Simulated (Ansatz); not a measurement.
Basis-set extrapolation for C₃H₇FMg (`C[CH](C)[Mg][F]`) (PBE0-D4/def2-TZVP geometry, frozen core, Ansatz 0.2.0). Multiplicity 1, RHF reference. For Mg the program correlates outer-core shells too, which these sets cover unevenly, so the extrapolated numbers aren't a true limit.

|  | def2-TZVPP | def2-QZVPP |
| --- | --- | --- |
| HF | -416.860186 | -416.880338 |
| MP2 correlation | -0.992309 | -1.091409 |
| CCSD(T) correlation | -1.063779 | not run |

Energies in hartree. Use E(X) = E(∞) + A·exp(−7.88·√X) for Hartree–Fock and E(X) = E(∞) + B·X^(−2.97) for correlation, with X = 3 and 4, and add CCSD(T) minus MP2 of the smaller set to the MP2 limit.

Question: What is the CCSD(T) energy at the basis-set limit?

Answer: HF limit: -416.880338 + (-0.020152) × 0.13774 = -416.88311. MP2 limit: -1.091409 + (-0.099100) × 0.74074 = -1.16482. Higher-order term: -1.063779 − (-0.992309) = -0.07147. Total: -418.11940 hartree, 513.1 kJ/mol below CCSD(T)/def2-TZVPP.
